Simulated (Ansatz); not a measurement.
A nudged elastic band was laid between two geometries of CH₉BOSi₂ (14 atoms, charge 0, multiplicity 1).

All numbers below come from RKS BLYP-D4/6-31G (Ansatz 0.2.0).

| Quantity | Value |
| --- | --- |
| movable images | 3 |
| climbing image | yes |
| spring | 5.0 eV/Å² |
| optimiser | quadratic models (default) |
| start path | through a guess of the saddle point |
| force threshold | 0.03 eV/Å |
| iteration limit | 60 |
| end points | relaxed |

Initial state:

```xyz
14
Properties=species:S:1:pos:R:3
B -2.145 0.265 0.497
O -0.950 0.294 1.180
C 0.416 0.287 0.547
Si 0.546 1.183 -1.191
Si 1.022 -1.568 0.547
H -3.130 0.238 1.177
H -2.179 0.272 -0.706
H 1.044 0.858 1.252
H -0.258 2.459 -1.177
H 2.010 1.510 -1.383
H 0.092 0.307 -2.331
H 1.041 -2.106 1.955
H 2.411 -1.649 -0.046
H 0.067 -2.379 -0.293
```

Final state:

```xyz
14
Properties=species:S:1:pos:R:3
B -2.064 0.335 0.743
O -0.793 0.379 1.269
C 0.483 0.310 0.473
Si 0.406 1.099 -1.318
Si 1.064 -1.553 0.509
H -2.957 0.367 1.539
H -2.248 0.276 -0.445
H 1.201 0.909 1.060
H -0.370 2.393 -1.281
H 1.839 1.381 -1.711
H -0.202 0.171 -2.338
H -0.001 -2.396 -0.147
H 1.265 -2.006 1.933
H 2.362 -1.695 -0.255
```

Problem. What changes between the two ends?

Solution. No bond is made or broken. The dihedral Si4–C3–Si5–H13 goes from 52 to 173°. The two ends are copies of one structure, up to a mirror image or an exchange of like atoms.

Problem. Give the energies along the band, and the barrier.

Solution. The run converged. The highest image is number 2 of 0 to 4, 0.075 eV above the ends, which have the same energy within 2 meV. Another band between the same ends (7 images) ends at a top of the same energy, where a vibrational analysis finds 1 clearly imaginary mode. So few images can step over the top or miss a turn of the path. Limits of this set-up: no polarisation functions.

| image | path coordinate (Å) | energy (eV) | dihedral Si4–C3–Si5–H13 (°) |
| --- | --- | --- | --- |
| 0 | 0.00 | 0.000 | 52 |
| 1 | 1.31 | 0.035 | 81 |
| 2 | 2.62 | 0.075 | 113 |
| 3 | 3.76 | 0.039 | 143 |
| 4 | 4.90 | 0.000 | 173 |

Problem. What is the geometry of the highest image?

Solution. 
```xyz
14
Properties=species:S:1:pos:R:3
B -2.155 0.318 0.634
O -0.914 0.264 1.222
C 0.406 0.288 0.506
Si 0.412 1.101 -1.277
Si 1.150 -1.531 0.539
H -3.087 0.260 1.384
H -2.283 0.419 -0.559
H 1.046 0.920 1.145
H -0.273 2.446 -1.258
H 1.875 1.286 -1.615
H -0.217 0.219 -2.324
H 0.142 -2.456 1.169
H 2.438 -1.556 1.330
H 1.447 -2.007 -0.865
```

Time of the run: 6.3 min on 1 thread of Arm Neoverse V2 (shared host), peak memory 0.13 GiB.
